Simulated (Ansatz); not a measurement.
Cost and result for the atomization energy of C$_{2}$H$_{5}$BSe, SMILES `B[Se]C=C` (9 atoms, 8 bonds).

```csv
atom,x (Å),y (Å),z (Å)
B1,0.759,1.533,1.390
Se2,-0.201,-0.090,1.296
C3,-0.193,-0.427,-0.574
C4,-0.764,-1.492,-1.114
H5,1.174,2.041,0.395
H6,0.914,1.995,2.477
H7,0.319,0.326,-1.164
H8,-0.736,-1.646,-2.187
H9,-1.273,-2.241,-0.519
```

Total charge 0; spin multiplicity 1. Correlated methods include outer-core shells of Se, which these sets cover unevenly. Scalar relativity is left out up to krypton. All single points use the PBE0-D4/def2-TZVP geometry. It is one conformer, not always the lowest. Program: Ansatz. All runs use 2 threads of an Arm Neoverse V2 on a shared host. Times are those of one run each, without the atoms' runs, and a repeat can differ threefold. Electronic energies, without spin–orbit coupling; frozen cores. CCSD(T)/CBS adds CCSD(T) − MP2 in def2-TZVPP to the MP2 limit, and its time is that of the two runs behind it. T1 = 0.013. With those shells the extrapolation isn't a true limit. HSE06 is the plane-wave form, built on full-range PBE exchange.

CCSD(T)/CBS is a level of theory with its own doubt, some kJ/mol a heavy atom from the limit and from the frozen cores, so smaller differences don't rank the functionals.

```tsv
level	functions	wall time
BLYP-D4/def2-TZVPP	211	2.8 s
BHLYP-D4/def2-TZVPP	211	4.2 s
HSE06-D4/def2-TZVPP	211	4.3 s
CAM-B3LYP-D4/def2-TZVPP	211	4.5 s
r2SCAN-D4/def2-TZVPP (with forces)	211	7 s
PBE-QIDH/def2-TZVPP	211	7.5 s
CCSD(T)/def2-SVP	99	8 s
ωB97X-V/def2-TZVPP	211	11 s
B97M-V/def2-TZVPP	211	13 s
ωB97M-V/def2-TZVPP (with forces)	211	16 s
MP2/def2-QZVPP	410	29 s
CCSD(T)/def2-TZVPP	211	2.6 min
CCSD(T)/CBS(def2)	–	3.1 min
```

(1) What atomization energy does each give, and how far from CCSD(T)/CBS? (Estimate.)

Results:

(1) Ansatz gave: 
```json
{"level": "BLYP-D4/def2-TZVPP", "atomization (kJ/mol)": "3346.8", "difference from CCSD(T)/CBS": "10.0", "per bond": "1.2"}
{"level": "BHLYP-D4/def2-TZVPP", "atomization (kJ/mol)": "3261.7", "difference from CCSD(T)/CBS": "-75.1", "per bond": "-9.4"}
{"level": "HSE06-D4/def2-TZVPP", "atomization (kJ/mol)": "3370.0", "difference from CCSD(T)/CBS": "33.2", "per bond": "4.1"}
{"level": "CAM-B3LYP-D4/def2-TZVPP", "atomization (kJ/mol)": "3348.2", "difference from CCSD(T)/CBS": "11.4", "per bond": "1.4"}
{"level": "r2SCAN-D4/def2-TZVPP (with forces)", "atomization (kJ/mol)": "3366.2", "difference from CCSD(T)/CBS": "29.4", "per bond": "3.7"}
{"level": "PBE-QIDH/def2-TZVPP", "atomization (kJ/mol)": "3336.5", "difference from CCSD(T)/CBS": "-0.3", "per bond": "0.0"}
{"level": "CCSD(T)/def2-SVP", "atomization (kJ/mol)": "3182.1", "difference from CCSD(T)/CBS": "-154.7", "per bond": "-19.3"}
{"level": "ωB97X-V/def2-TZVPP", "atomization (kJ/mol)": "3339.1", "difference from CCSD(T)/CBS": "2.3", "per bond": "0.3"}
{"level": "B97M-V/def2-TZVPP", "atomization (kJ/mol)": "3354.4", "difference from CCSD(T)/CBS": "17.6", "per bond": "2.2"}
{"level": "ωB97M-V/def2-TZVPP (with forces)", "atomization (kJ/mol)": "3340.5", "difference from CCSD(T)/CBS": "3.7", "per bond": "0.5"}
{"level": "MP2/def2-QZVPP", "atomization (kJ/mol)": "3354.7", "difference from CCSD(T)/CBS": "17.9", "per bond": "2.2"}
{"level": "CCSD(T)/def2-TZVPP", "atomization (kJ/mol)": "3261.4", "difference from CCSD(T)/CBS": "-75.4", "per bond": "-9.4"}
{"level": "CCSD(T)/CBS(def2)", "atomization (kJ/mol)": "3336.8", "difference from CCSD(T)/CBS": "0.0", "per bond": "0.0"}
```

In def2-TZVPP, CCSD(T) changes the Hartree–Fock value by +772.0 kJ/mol (the triples alone add +54.3 kJ/mol) and MP2 by +821.5 kJ/mol; breaking electron pairs costs correlation energy, which Hartree–Fock lacks. At CCSD(T), def2-SVP lies −154.7 kJ/mol from the extrapolated value and def2-TZVPP −75.5 kJ/mol: correlation converges slowly with the basis, and small sets miss more of it in the bonded molecule than in its fragments. The D4 term adds +28.5 kJ/mol with B3LYP and +14.7 kJ/mol with PBE0; it sums over pairs of atoms, weighted by their polarisabilities, and B3LYP, whose exchange is more repulsive, gets the larger term.

B3LYP here is the variant with VWN-RPA as its local correlation; programs differ in this.
